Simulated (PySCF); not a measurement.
**`C[SiH2][C@@H]([SiH3])[Si@H](N)F`, C₂H₁₂FNSi₃**

Geometry (Å), atoms numbered from 1 in this order:
```xyz
19

C    -2.0608   -1.6815    0.3817
Si   -1.5041    0.1303    0.5003
C     0.0307    0.4292   -0.5833
Si    0.5514    2.2620   -0.6116
Si    1.4697   -0.7154   -0.1449
N     1.9462   -0.4190    1.4745
F     2.7946   -0.3350   -0.9899
H    -1.2796   -2.3627    0.7060
H    -2.3258   -1.9480   -0.6372
H    -2.9331   -1.8627    1.0019
H    -2.6093    0.9922    0.0544
H    -1.2147    0.4377    1.9113
H    -0.2557    0.1778   -1.6087
H    -0.5765    3.0543   -1.1211
H     0.8772    2.7202    0.7398
H     1.6940    2.4657   -1.5032
H     1.2574   -2.1082   -0.5422
H     1.2744   -0.4983    2.2169
H     2.8540   -0.7293    1.7784
```

The calculation used PySCF, TDDFT CAM-B3LYP/def2-SVPD circular dichroism and optical rotation, one conformer, gas phase. Geometry: GFN2-xTB.

The molecule is flexible and this is one conformer; a measurement averages over conformers.

(1) What are the CIP labels of the stereocentres?

(2) Which excitations and rotatory strengths does the calculation give?

Answers

(1) C3 R, Si5 R.

(2) Rotatory strengths R in 10⁻⁴⁰ esu² cm², velocity form and length form (origin at the centre of mass); f in length form.
| state | E (eV) | λ (nm) | f | R (velocity) | R (length) | main |
| --- | --- | --- | --- | --- | --- | --- |
| 1 | 6.79 | 183 | 0.025 | -15.3 | -14.5 | HOMO→LUMO 0.73, HOMO→LUMO+4 0.13 |
| 2 | 7.28 | 170 | 0.012 | -45.9 | -44.8 | HOMO→LUMO+1 0.49, HOMO→LUMO+2 0.16 |
| 3 | 7.74 | 160 | 0.039 | +10.9 | +10.6 | HOMO−1→LUMO 0.73 |
| 4 | 7.91 | 157 | 0.059 | +22.9 | +21.4 | HOMO→LUMO+2 0.34, HOMO−2→LUMO 0.15 |
| 5 | 7.99 | 155 | 0.009 | -33.0 | -32.7 | HOMO−2→LUMO 0.38, HOMO→LUMO+2 0.17 |
| 6 | 8.18 | 152 | 0.016 | -26.1 | -26.4 | HOMO→LUMO+4 0.21, HOMO→LUMO+3 0.14 |
| 7 | 8.26 | 150 | 0.005 | +19.4 | +20.6 | HOMO−1→LUMO+1 0.42, HOMO−1→LUMO+2 0.38 |
| 8 | 8.38 | 148 | 0.025 | +4.9 | +5.3 | HOMO→LUMO+6 0.15, HOMO→LUMO+5 0.14 |

Among the states computed, the strongest CD band (largest |R|) is state 2. The largest dissymmetry factor in size, g = 4R/(D+G), with D and G the electric and magnetic dipole strengths, is +0.047 for state 7 (velocity form, f = 0.005), among bands with |R| over 0.5. The mirror image has the same energies and oscillator strengths and all R with the opposite sign.
